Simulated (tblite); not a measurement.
Compound: C₂H₈GeO₂Si.
Atom-mapped SMILES: `[SiH3:1][O:2][Ge@@H:3]1[CH2:4][CH2:5][O:6]1` (hydrogens: H7, H8, H9 on Si1; H10 on Ge3; H11, H12 on C4; H13, H14 on C5)

Computed with GFN2-xTB (tblite), gas phase: L-BFGS steps from a force-field or distance-geometry start until the largest atomic force falls under 0.01 eV/Å.

The end geometry, which sets the zero of energy:
```
atom  x, y, z in Å
Si1     2.6008   -0.2908    0.1652
O2      1.4895    0.8610   -0.1571
Ge3    -0.2106    1.1129   -0.3928
C4     -1.5296    0.1877    0.7933
C5     -1.8533   -0.6568   -0.4457
O6     -0.9548   -0.1589   -1.4429
H7      2.6044   -1.2918   -0.9000
H8      3.8223    0.5062    0.2257
H9      2.2824   -0.9204    1.4529
H10    -0.2352    2.5040   -0.9980
H11    -1.0954   -0.3845    1.6104
H12    -2.3687    0.7741    1.1563
H13    -1.6720   -1.7231   -0.2982
H14    -2.8806   -0.5200   -0.7912
```

Task: These geometries come from the run, each turned onto the end geometry. Order them by energy, lowest first.
A.
```
atom  x, y, z in Å
Si1     2.6635   -0.0853    0.2686
O2      1.4669   -0.2173   -0.8369
Ge3    -0.0517    0.6458   -0.6058
C4     -1.3009   -0.1325    0.7579
C5     -2.2175   -0.3922   -0.4455
O6     -1.4464    0.0461   -1.5691
H7      3.5783   -1.0989   -0.2075
H8      3.1117    1.3024    0.2467
H9      2.1017   -0.3808    1.5835
H10     0.3549    2.0779   -0.9633
H11    -0.9327   -1.0509    1.2202
H12    -1.7146    0.5413    1.5061
H13    -2.4730   -1.4432   -0.5835
H14    -3.1411    0.1871   -0.3934
```
B.
```
atom  x, y, z in Å
Si1     2.5968   -0.2975    0.1583
O2      1.4736    0.8587   -0.0918
Ge3    -0.2154    1.1197   -0.3683
C4     -1.5585    0.2063    0.7940
C5     -1.8350   -0.6621   -0.4398
O6     -0.9318   -0.1576   -1.4283
H7      2.5781   -1.2672   -0.9381
H8      3.8225    0.4912    0.1853
H9      2.3168   -0.9570    1.4391
H10    -0.2189    2.4965   -1.0003
H11    -1.1416   -0.3520    1.6294
H12    -2.4094    0.7975    1.1236
H13    -1.6244   -1.7187   -0.2721
H14    -2.8534   -0.5581   -0.8132
```
C.
```
atom  x, y, z in Å
Si1     2.9125   -0.2016    0.1874
O2      1.5113    0.5349   -0.2175
Ge3    -0.1841    0.8332   -0.3845
C4     -1.6293    0.1088    0.7974
C5     -2.1615   -0.5487   -0.4821
O6     -1.1043   -0.3361   -1.4263
H7      3.2370   -1.2379   -0.7930
H8      3.8894    0.8886    0.1908
H9      2.7256   -0.7769    1.5203
H10    -0.1609    2.2258   -0.9782
H11    -1.2844   -0.6214    1.5251
H12    -2.3198    0.8048    1.2675
H13    -2.3647   -1.6201   -0.3841
H14    -3.0677   -0.0538   -0.8448
```
D.
```
atom  x, y, z in Å
Si1     2.8359   -0.1486    0.2860
O2      1.4299    0.1196   -0.4857
Ge3    -0.1749    0.7720   -0.5494
C4     -1.4561   -0.0238    0.7654
C5     -2.2576   -0.4287   -0.4742
O6     -1.3478   -0.1779   -1.5512
H7      3.4857   -1.2028   -0.4805
H8      3.5602    1.1256    0.2830
H9      2.5848   -0.6002    1.6604
H10     0.0175    2.1750   -1.1150
H11    -0.9904   -0.8891    1.2370
H12    -1.9900    0.5655    1.5032
H13    -2.5509   -1.4794   -0.4937
H14    -3.1471    0.1924   -0.6075
```
E.
```
atom  x, y, z in Å
Si1     2.8123   -0.2517    0.1659
O2      1.4708    0.6586    0.0083
Ge3    -0.1952    0.9500   -0.3331
C4     -1.6591    0.1804    0.7945
C5     -2.0254   -0.6159   -0.4657
O6     -0.9792   -0.2950   -1.3890
H7      2.9000   -1.1981   -0.9436
H8      3.8795    0.7461    0.1265
H9      2.7556   -0.9319    1.4627
H10    -0.1466    2.3139   -0.9979
H11    -1.3420   -0.4355    1.6342
H12    -2.4359    0.8703    1.1160
H13    -2.0495   -1.6978   -0.3244
H14    -2.9861   -0.2938   -0.8766
```

Result: B (0.003 eV), E (0.027 eV), C (0.059 eV), D (0.110 eV), A (0.246 eV).

In the order of the answer:

```tsv
step	E above end (eV)	largest force (eV/Å)	rms force component (eV/Å)	rms distance from end (Å)	rms bond change (Å)	bond most changed (Å)
101	0.003	0.09	0.029	0.045	0.002	O2–Ge3 -0.003
72	0.027	0.07	0.026	0.260	0.003	O2–Ge3 -0.009
61	0.059	0.15	0.046	0.398	0.003	Ge3–O6 +0.007
37	0.110	0.09	0.035	0.619	0.004	Ge3–H10 +0.008
14	0.246	0.24	0.091	0.796	0.010	O2–Ge3 +0.027
```

What follows is the cost of the whole relaxation. On one thread of an Intel Xeon at 2.50 GHz, shared host with 64 logical CPUs at a one-minute load of 61, this took 2.2 s wall.
